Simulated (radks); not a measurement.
The numbers below are computed, except where a source is named.
Pb XXXIV, configuration [Kr] 4d10 4f3 (the NIST ground configuration). Code: a radial shooting solver on a logarithmic mesh with Libxc functionals. Model: Dirac Kohn-Sham, LB94 model potential, spin-unpolarised, spherical densities, finite nucleus; open shells fill j = l - 1/2 first; Fermi nuclear charge, rms radius 5.5012 fm. Some entries of the table are withheld. Estimate them.

orbital  occ.  eigenvalue (eV)  <r^2> (bohr^2)
1s1/2       2        -89451.97       0.0003566
2s1/2       2        -17035.87        0.005350
2p1/2       2        -16428.16        0.003758
2p3/2       4        -14222.85        0.004939
3s1/2       2        -5047.191             (1)
3p1/2       2        -4770.102         0.03120
3p3/2       4        -4274.589         0.03731
3d3/2       4        -3814.878         0.02844
3d5/2       6        -3709.319         0.03009
4s1/2       2              (2)          0.1515
4p1/2       2        -1885.584          0.1508
4p3/2       4        -1746.806          0.1744
4d3/2       4        -1549.192             (3)
4d5/2       6        -1521.068             (4)
4f5/2       3        -1276.546          0.1553
4f7/2       0        -1268.798          0.1581

Answer. 
(1) 3s1/2 <r^2> (bohr^2): 0.03439
(2) 4s1/2 eigenvalue (eV): -2006.431
(3) 4d3/2 <r^2> (bohr^2): 0.1703
(4) 4d5/2 <r^2> (bohr^2): 0.1772
